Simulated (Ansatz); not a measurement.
A nudged elastic band was laid between two geometries of CH8GaN (11 atoms, charge 0, multiplicity 1).

Level of theory: RKS PBE/def2-SVP (Ansatz).

```json
{"movable images": "5", "climbing image": "yes", "spring": "5.0 eV/Å²", "optimiser": "quadratic models (default)", "start path": "through a guess of the saddle point", "force threshold": "0.05 eV/Å", "iteration limit": "60", "end points": "relaxed"}
```

Image 0:

```xyz
11
Properties=species:S:1:pos:R:3
Ga 0.035 -0.199 0.412
C -0.047 0.463 2.301
H -1.027 0.250 2.777
H 0.754 0.025 2.933
H 0.090 1.564 2.318
H 1.465 -0.288 -0.293
H -1.235 0.048 -0.526
N -0.264 -2.348 0.764
H -1.086 -2.703 0.259
H 0.549 -2.898 0.460
H -0.409 -2.536 1.764
```

Image 6:

```xyz
11
Properties=species:S:1:pos:R:3
Ga 0.100 -1.090 -1.401
C -0.199 0.093 3.406
H -1.151 -0.127 3.926
H 0.648 -0.249 4.032
H -0.115 1.184 3.243
H 1.596 -0.943 -1.861
H -1.190 -0.564 -2.127
N -0.170 -1.965 0.184
H -1.089 -2.154 0.588
H 0.574 -2.379 0.749
H -0.176 -0.428 2.429
```

Which bonds break or form, and what moves?

Bonds broken: Ga1–C2, N8–H11. Bonds formed: C2–H11. CH8GaN becomes CH4 + GaH4N.

Give the energies along the band, and the barrier.

It converged. The highest image is number 2 of 0 to 6, 32.3 kcal/mol above the first end and 28.5 kcal/mol above the last; the last end lies 3.8 kcal/mol above the first. Neighbouring images differ by up to 1.2 eV, so the band resolves the path poorly. A vibrational analysis at the climbing image gives one clearly imaginary mode, 1309i cm⁻¹: a first-order saddle point. The orbitals stay closed-shell, which can raise the energy where a bond breaks towards radicals; this wasn't checked here.

```json
{"image": "0", "path coordinate (Å)": "0.00", "energy (kcal/mol)": "0.0", "Ga1–C2 (Å)": "2.00", "N8–H11 (Å)": "1.03", "C2–H11 (Å)": "3.07"}
{"image": "1", "path coordinate (Å)": "0.91", "energy (kcal/mol)": "4.6", "Ga1–C2 (Å)": "2.03", "N8–H11 (Å)": "1.03", "C2–H11 (Å)": "2.24"}
{"image": "2", "path coordinate (Å)": "1.82", "energy (kcal/mol)": "32.3", "Ga1–C2 (Å)": "2.27", "N8–H11 (Å)": "1.37", "C2–H11 (Å)": "1.40"}
{"image": "3", "path coordinate (Å)": "3.04", "energy (kcal/mol)": "6.1", "Ga1–C2 (Å)": "3.08", "N8–H11 (Å)": "2.44", "C2–H11 (Å)": "1.11"}
{"image": "4", "path coordinate (Å)": "4.26", "energy (kcal/mol)": "4.3", "Ga1–C2 (Å)": "3.88", "N8–H11 (Å)": "2.84", "C2–H11 (Å)": "1.11"}
{"image": "5", "path coordinate (Å)": "5.48", "energy (kcal/mol)": "4.0", "Ga1–C2 (Å)": "4.45", "N8–H11 (Å)": "2.75", "C2–H11 (Å)": "1.11"}
{"image": "6", "path coordinate (Å)": "6.70", "energy (kcal/mol)": "3.8", "Ga1–C2 (Å)": "4.96", "N8–H11 (Å)": "2.72", "C2–H11 (Å)": "1.11"}
```

What is the geometry of the highest image?


```xyz
11
Properties=species:S:1:pos:R:3
Ga 0.040 -0.390 0.083
C -0.105 -0.003 2.314
H -1.038 -0.058 2.913
H 0.774 -0.147 2.975
H -0.053 1.058 1.970
H 1.540 -0.107 -0.301
H -1.259 0.222 -0.567
N -0.243 -2.254 0.769
H -1.140 -2.719 0.583
H 0.511 -2.948 0.694
H -0.203 -1.277 1.735
```

The run took 2.9 min on 2 threads of Arm Neoverse V1 (shared host), peak memory 0.14 GiB.
